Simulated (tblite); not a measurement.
C5H10F2GeO.
Numbering: `[CH3:1][C:2](=[O:3])[C@@:4]([CH3:5])([GeH3:6])[CH:7]([F:8])[F:9]` (hydrogens: H10, H11, H12 on C1; H13, H14, H15 on C5; H16, H17, H18 on Ge6; H19 on C7)

Computed with GFN2-xTB (tblite), gas phase: L-BFGS steps from a force-field or distance-geometry start until the largest atomic force falls under 0.01 eV/Å.

Step 186: E = -850.5761 eV
```
atom  x, y, z in Å  |  force x, y, z in eV/Å
C1      1.7978   -1.4021    0.1444    0.019  -0.027   0.005
C2      1.0651   -0.1934    0.6365    0.000  -0.005   0.030
O3      1.4885    0.5210    1.5153   -0.020  -0.017  -0.057
C4     -0.2639    0.1501    0.0035    0.022  -0.008  -0.022
C5     -1.3449   -0.8136    0.4944    0.000   0.006  -0.002
Ge6    -0.6395    2.0318    0.6006   -0.007   0.020  -0.010
C7     -0.1967    0.1385   -1.5075    0.019   0.000  -0.016
F8     -1.3238    0.7050   -2.0139    0.020   0.016  -0.002
F9     -0.1396   -1.1075   -2.0463   -0.017   0.008   0.040
H10     2.2325   -1.1756   -0.8303   -0.009  -0.023   0.041
H11     1.1241   -2.2466    0.0137    0.038   0.039   0.008
H12     2.5960   -1.6578    0.8373    0.005  -0.011  -0.023
H13    -1.1241   -1.8394    0.2032   -0.012  -0.020   0.004
H14    -2.3046   -0.5348    0.0615   -0.010   0.030   0.008
H15    -1.4213   -0.7590    1.5791    0.002  -0.020  -0.001
H16    -0.8170    2.0735    2.0755   -0.001  -0.011   0.007
H17     0.4941    2.9064    0.1799   -0.002   0.002   0.003
H18    -1.8946    2.5087   -0.0533   -0.027   0.004  -0.003
H19     0.6622    0.7039   -1.9009   -0.020   0.016  -0.011
```

Step 187: E = -850.5767 eV
```
atom  x, y, z in Å  |  force x, y, z in eV/Å
C1      1.7987   -1.4038    0.1466    0.042  -0.021  -0.036
C2      1.0667   -0.1932    0.6349   -0.013  -0.008   0.003
O3      1.4894    0.5226    1.5125   -0.005  -0.005  -0.035
C4     -0.2620    0.1515    0.0012    0.013  -0.024  -0.029
C5     -1.3444   -0.8102    0.4940    0.002  -0.011   0.000
Ge6    -0.6406    2.0316    0.6018   -0.009   0.019  -0.010
C7     -0.1967    0.1393   -1.5097    0.037  -0.007  -0.022
F8     -1.3250    0.7028   -2.0171    0.031   0.006   0.007
F9     -0.1344   -1.1074   -2.0474   -0.038   0.002   0.042
H10     2.2275   -1.1862   -0.8342   -0.023  -0.016   0.081
H11     1.1255   -2.2496    0.0245    0.030   0.031   0.018
H12     2.6019   -1.6538    0.8364   -0.008  -0.009  -0.029
H13    -1.1325   -1.8365    0.1971    0.001  -0.012  -0.003
H14    -2.3057   -0.5248    0.0688   -0.009   0.033   0.016
H15    -1.4115   -0.7615    1.5796   -0.009  -0.013  -0.003
H16    -0.8259    2.0661    2.0765    0.004  -0.008  -0.001
H17     0.4921    2.9102    0.1878    0.000   0.003   0.006
H18    -1.8945    2.5082   -0.0555   -0.024   0.002  -0.001
H19     0.6617    0.7037   -1.9054   -0.021   0.037  -0.004
```

Step 188: E = -850.5774 eV
```
atom  x, y, z in Å  |  force x, y, z in eV/Å
C1      1.8004   -1.4051    0.1499    0.000  -0.041  -0.019
C2      1.0685   -0.1922    0.6335   -0.007   0.005  -0.008
O3      1.4908    0.5274    1.5083   -0.003  -0.014  -0.032
C4     -0.2603    0.1520   -0.0016    0.004  -0.015  -0.013
C5     -1.3444   -0.8073    0.4925    0.002  -0.021   0.006
Ge6    -0.6417    2.0315    0.6037   -0.013  -0.005  -0.027
C7     -0.1960    0.1396   -1.5125    0.043  -0.008  -0.018
F8     -1.3262    0.6985   -2.0207    0.033  -0.003   0.014
F9     -0.1269   -1.1073   -2.0485   -0.051  -0.008   0.035
H10     2.2202   -1.1977   -0.8353   -0.009   0.004   0.038
H11     1.1248   -2.2513    0.0393    0.045   0.034   0.028
H12     2.6102   -1.6500    0.8335   -0.019  -0.006  -0.013
H13    -1.1438   -1.8331    0.1863    0.012  -0.011  -0.011
H14    -2.3077   -0.5122    0.0783   -0.005   0.033   0.021
H15    -1.4004   -0.7678    1.5794   -0.016  -0.006  -0.010
H16    -0.8330    2.0581    2.0775    0.004  -0.004   0.001
H17     0.4901    2.9124    0.1954    0.009   0.012   0.006
H18    -1.8945    2.5078   -0.0571   -0.021   0.001   0.002
H19     0.6600    0.7059   -1.9094   -0.009   0.052  -0.001
```

Step 189: E = -850.5781 eV
```
atom  x, y, z in Å  |  force x, y, z in eV/Å
C1      1.8000   -1.4075    0.1554    0.002  -0.025  -0.046
C2      1.0699   -0.1901    0.6304    0.000   0.004  -0.034
O3      1.4932    0.5361    1.4990    0.011  -0.013  -0.012
C4     -0.2593    0.1524   -0.0053   -0.012  -0.006   0.011
C5     -1.3432   -0.8066    0.4906   -0.001  -0.029   0.004
Ge6    -0.6421    2.0316    0.6045   -0.013  -0.020  -0.024
C7     -0.1950    0.1415   -1.5160    0.029  -0.002  -0.004
F8     -1.3289    0.6925   -2.0247    0.028  -0.002   0.018
F9     -0.1172   -1.1048   -2.0512   -0.046  -0.017   0.023
H10     2.2070   -1.2160   -0.8393   -0.014   0.012   0.065
H11     1.1238   -2.2548    0.0643    0.033   0.013   0.034
H12     2.6179   -1.6423    0.8328   -0.022  -0.003  -0.012
H13    -1.1532   -1.8303    0.1691    0.008   0.006  -0.011
H14    -2.3105   -0.4991    0.0936    0.009   0.022   0.018
H15    -1.3856   -0.7810    1.5789   -0.011  -0.001  -0.022
H16    -0.8427    2.0483    2.0783    0.008   0.001  -0.015
H17     0.4919    2.9141    0.2056    0.006   0.014   0.009
H18    -1.8919    2.5100   -0.0614   -0.018   0.000   0.005
H19     0.6561    0.7152   -1.9121    0.003   0.047  -0.006
```

**Question.** Estimate the geometry and energy of step 190. (The exact step hangs on the optimiser's Hessian estimate; all steps are aligned on step 189, rigid shifts and turns removed.)

**Answer.** E = -850.5787 eV, largest force 0.046 eV/Å
```
atom  x, y, z in Å  |  force x, y, z in eV/Å
C1      1.8013   -1.4082    0.1592   -0.020  -0.002  -0.011
C2      1.0700   -0.1889    0.6284    0.011  -0.005  -0.037
O3      1.4930    0.5404    1.4943    0.022  -0.004   0.004
C4     -0.2590    0.1518   -0.0078   -0.019   0.007   0.029
C5     -1.3432   -0.8073    0.4885    0.002  -0.013  -0.009
Ge6    -0.6416    2.0317    0.6041   -0.010  -0.037  -0.022
C7     -0.1947    0.1420   -1.5183    0.006   0.009   0.019
F8     -1.3309    0.6881   -2.0261    0.001   0.011   0.011
F9     -0.1141   -1.1037   -2.0519   -0.026  -0.038   0.002
H10     2.2007   -1.2256   -0.8381    0.007   0.025   0.007
H11     1.1263   -2.2562    0.0804    0.004  -0.025   0.029
H12     2.6234   -1.6364    0.8327   -0.010  -0.001   0.006
H13    -1.1616   -1.8285    0.1539    0.002   0.013  -0.009
H14    -2.3123   -0.4878    0.1056    0.010   0.006   0.007
H15    -1.3765   -0.7929    1.5772   -0.001  -0.001  -0.013
H16    -0.8469    2.0431    2.0776    0.009   0.005  -0.016
H17     0.4945    2.9135    0.2106    0.004   0.016   0.009
H18    -1.8899    2.5126   -0.0630   -0.018   0.000   0.002
H19     0.6516    0.7215   -1.9149    0.026   0.034  -0.009
```

The energy changes by -0.0006 eV. The first-order estimate −F·Δx gives -0.0010 eV and the mean of the old and new forces, exact on a quadratic surface, -0.0006 eV. The step makes an angle of 81° with the force vector and moves no atom by more than 0.017 Å.

The cost below is that of the whole relaxation. Time: 3.4 s of wall time. Hardware: one thread, Intel Xeon Platinum 8259CL at 2.50 GHz (x86_64), shared host with 96 logical CPUs at a one-minute load of 19.
